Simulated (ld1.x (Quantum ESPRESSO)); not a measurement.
## What the settings do to the TM potential of molybdenum

Base potential:

Mo, norm-conserving Troullier–Martins (Kleinman–Bylander form), made with ld1.x (Quantum ESPRESSO) 7.5 (PBE, scalar-relativistic). Core [Ar] 3d10, reference 4s2 4p6 4d3 5s0 5p0 (charge +3). Waves: 4p (bound): rc 1.60 bohr; 4d (bound): rc 1.70 bohr; 4s (bound): rc 1.30 bohr. Local part: the s channel. Core correction: Bessel-smoothed model core inside 1.20 bohr.

Cutoffs, loose and tight: the cutoffs (Ry, on a coarse ladder) from which the occupation-weighted sum of valence levels, in a spherical-Bessel basis at the reference potential, stays within 10 and 1 mRy of its value at 400 Ry. They do not see the model core or the augmentation charge, which bear on the density cutoff. Test errors are all-electron minus pseudo excitation energies from the reference, over the configurations 4s2 4p6 4d5 5s1 5p0; 4s2 4p6 4d5 5s0 5p0; 4s2 4p6 4d4 5s0 5p0; 4s2 4p6 4d5 5s0.5 5p0; 4s2 4p6 4d5.5 5s0.5 5p0; 4s2 4p5 4d5 5s1 5p0; 4s2 4p6 4d2 5s0 5p0. A dash means not determined; rows that change the core or the reference have their own tests.

| change | outcome | cutoff, loose | cutoff, tight | bound ghosts | largest test error (meV) |
| --- | --- | --- | --- | --- | --- |
| base | generated | 90 Ry | 140 Ry | none | +174 |
| wave 4s (bound): rc 1.30 bohr becomes 4s (bound): rc 0.86 bohr | generated | 200 Ry | over 300 Ry | none | +196 |
| wave 4s (bound): rc 1.30 bohr becomes 4s (bound): rc 1.08 bohr | generated | 100 Ry | 180 Ry | none | +67 |
| wave 4s (bound): rc 1.30 bohr becomes 4s (bound): rc 1.20 bohr | generated | 90 Ry | 160 Ry | none | +91 |
| wave 4s (bound): rc 1.30 bohr becomes 4s (bound): rc 1.32 bohr | generated | 80 Ry | 140 Ry | none | +216 |
| wave 4s (bound): rc 1.30 bohr becomes 4s (bound): rc 1.50 bohr | generated | 70 Ry | 100 Ry | none | +593 |
| wave 4s (bound): rc 1.30 bohr becomes 4s (bound): rc 1.86 bohr | generated | 50 Ry | 80 Ry | none | +2105 |
| wave 4s (bound): rc 1.30 bohr becomes 4s (bound): rc 1.96 bohr | generated | 50 Ry | 80 Ry | none | +2675 |

(1) What comes out with this change to the base: wave 4s (bound): rc 1.30 bohr becomes 4s (bound): rc 1.74 bohr?

(2) What comes out with this change to the base: wave 4s (bound): rc 1.30 bohr becomes 4s (bound): rc 0.94 bohr?

(3) What comes out with this change to the base: wave 4s (bound): rc 1.30 bohr becomes 4s (bound): rc 1.60 bohr?

## Answers

(1) outcome: generated; cutoff, loose: 50 Ry; cutoff, tight: 90 Ry; bound ghosts: none; largest test error (meV): +1604.

(2) outcome: generated; cutoff, loose: 140 Ry; cutoff, tight: 260 Ry; bound ghosts: none; largest test error (meV): +84.

(3) outcome: generated; cutoff, loose: 60 Ry; cutoff, tight: 90 Ry; bound ghosts: none; largest test error (meV): +850.

Reading the sweep of the s radius (base included, trends over the rows without a ghost): The loose cutoff falls from 200 Ry at 0.86 to 50 Ry at 1.96 bohr. A larger radius leaves more room for a smooth pseudo-wave, so fewer plane waves are needed; a smaller one forces it to follow the all-electron wave where it bends sharply. The median size of the test errors (rows with all tests solved) is not monotonic: lowest 41.7 meV at 1.08 bohr, highest 1055.4 meV at 1.96 bohr.
